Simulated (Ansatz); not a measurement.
Consider the redistribution: `BN(C)BC` + `C[SiH](F)[SiH2]O` → `BN(C)B(C)F` + `C[SiH2][SiH2]O`.

Isolated molecules relaxed with PBE0-D4/def2-TZVP in Ansatz; ΔE leaves out vibrations. CBS: MP2 limit from def2 TZ/QZ plus the TZ coupled-cluster correction, frozen cores. DFT in def2-TZVPP. B3LYP here is the variant with VWN-RPA as its local correlation; programs differ in this. One conformer a species, not always the lowest.

```
             level  ΔE (kcal/mol)  difference from CCSD(T)/CBS
         r2SCAN-D4           -5.3                         -1.8
           PBE0-D4           -5.5                         -2.0
          B3LYP-D4           -4.2                         -0.7
           ωB97M-V           -4.6                         -1.1
            B2PLYP           -4.0                         -0.5
               PBE           -5.7                         -2.2
            r2SCAN           -5.3                         -1.8
              PBE0           -5.5                         -2.0
             B3LYP           -4.2                         -0.7
SCS-MP2/def2-TZVPP           -3.4                          0.1
   CCSD/def2-TZVPP           -4.6                         -1.1
     HF/def2-QZVPP           -3.2                          0.3
    MP2/def2-QZVPP           -2.8                          0.7
      HF/CBS(def2)           -3.1                          0.4
     MP2/CBS(def2)           -2.3                          1.2
    CCSD/CBS(def2)           -3.2                          0.3
       CCSD(T)/CBS           -3.5                            0
```

Largest T1 diagnostic among the species: 0.012.
